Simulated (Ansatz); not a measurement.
Computed with Ansatz.

A structure relaxed at PBE0-D4/def2-TZVP, charge 0, multiplicity 2:

| atom | x (Å) | y (Å) | z (Å) |
| --- | --- | --- | --- |
| C1 | -0.324 | 1.226 | 1.151 |
| Ga2 | -0.817 | 0.350 | -0.575 |
| C3 | 0.275 | -1.209 | -1.182 |
| H4 | -0.340 | 0.474 | 1.946 |
| H5 | -0.989 | 2.046 | 1.422 |
| H6 | 0.698 | 1.609 | 1.071 |
| H7 | 0.302 | -1.957 | -0.383 |
| H8 | -0.105 | -1.671 | -2.092 |
| H9 | 1.300 | -0.869 | -1.358 |

Problem. Give its formula and SMILES.

Solution. C2H6Ga, `[CH3][Ga][CH3]`.

Problem. Point group (tolerance 0.08 Å, 0.16 Å for H)?

Solution. C2v.

Problem. Summarise the bond lengths by kind.

Solution. 2 × C–Ga 1.998 Å; 6 × C–H 1.089 to 1.095 Å.
